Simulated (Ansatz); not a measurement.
```yaml
crystal:
  periodic: [false, false, false]
  atoms:
    - {symbol: C, position_ang: [-1.151989, 0.268308, -0.023820]}
    - {symbol: C, position_ang: [-0.324989, -0.489223, 0.396907]}
    - {symbol: C, position_ang: [0.675691, -1.300621, -0.124629]}
    - {symbol: Al, position_ang: [1.063973, 0.592385, -0.008153]}
    - {symbol: F, position_ang: [1.712408, 1.163421, 1.527354]}
    - {symbol: H, position_ang: [-1.113981, 0.714291, -1.333081]}
    - {symbol: H, position_ang: [-2.059349, 1.467053, 0.113811]}
    - {symbol: H, position_ang: [-0.552461, -0.521734, 1.583917]}
    - {symbol: H, position_ang: [1.016220, -2.152409, 0.557404]}
    - {symbol: H, position_ang: [0.262631, -1.183088, -1.102269]}
    - {symbol: H, position_ang: [1.223974, 1.682785, -1.373889]}
basis:
  gaussian: {orbitals: x2c-TZVPPall, final_grid: {core_spheres: 8, valence_spheres: 7, degree: 23}}
hamiltonian: {xc: {name: CAM-B3LYP}}
accuracy: high
output: {forces: true}
```

```sh
$ ansatz run in.yaml --threads 4 --pin off --events-out ev --progress --plain --max-ram 10444MiB
```

It prints (some lines left out):

```
Functional definition: CAM-B3LYP
4411 factors; integrals over basis functions are off by at most 7.1e-9 eV
599 factors; integrals over basis functions are off by at most 2.4e-9 eV
mean field evaluation 1: about -12521.9628 eV, gradient 7.3e1 eV
mean field evaluation 2: about -12515.8672 eV, gradient 9.2e1 eV
mean field evaluation 4: about -12533.2747 eV, gradient 4.8e0 eV
mean field evaluation 8: about -12533.4464 eV, gradient 3.7e-1 eV
mean field evaluation 16: about -12533.4467 eV, gradient 2.0e-4 eV
mean field -12533.44673064 eV, -460.5956718758 hartree, gradient 1.8e-8 eV, S^2 0.000000; 0 other end points of the search recorded, 0 dependent functions left out
reference -12533.44675612 eV, -460.5956728120 hartree; 23, 23 occupied and 227, 227 virtual orbitals, 4411 factors
Total energy: -12533.44675612 eV, -460.5956728120 hartree
Relativity: scalar
Atom 0 at    -1.151989     0.268308    -0.023820 Å, force    -9.904325    13.958979   -10.582032 eV/Å
Atom 1 at    -0.324989    -0.489223     0.396907 Å, force    -0.403323    -8.709666    12.070761 eV/Å
Atom 2 at     0.675691    -1.300621    -0.124629 Å, force     1.195689    -0.452510     0.497768 eV/Å
Atom 3 at     1.063973     0.592385    -0.008153 Å, force     5.079301     5.044612    -0.425702 eV/Å
Atom 4 at     1.712408     1.163421     1.527354 Å, force    -0.767826    -0.639414    -1.852282 eV/Å
Atom 5 at    -1.113981     0.714291    -1.333081 Å, force     0.214229    -2.384590     3.309203 eV/Å
Atom 6 at    -2.059349     1.467053     0.113811 Å, force     2.818653    -4.236086     1.276201 eV/Å
Atom 7 at    -0.552461    -0.521734     1.583917 Å, force     1.191409    -0.274484    -2.014223 eV/Å
Atom 8 at     1.016220    -2.152409     0.557404 Å, force    -0.504062     1.210030    -1.927960 eV/Å
Atom 9 at     0.262631    -1.183088    -1.102269 Å, force     1.160204    -2.258706    -1.869701 eV/Å
Atom 10 at     1.223974     1.682785    -1.373889 Å, force    -0.079948    -1.258165     1.517968 eV/Å
Dipole moment:    -0.566671    -0.346364    -0.184178 e Å
```

Run time 7.5 s (4 threads of an AMD EPYC 9R45 on a shared host); peak host memory 2.1 GiB.
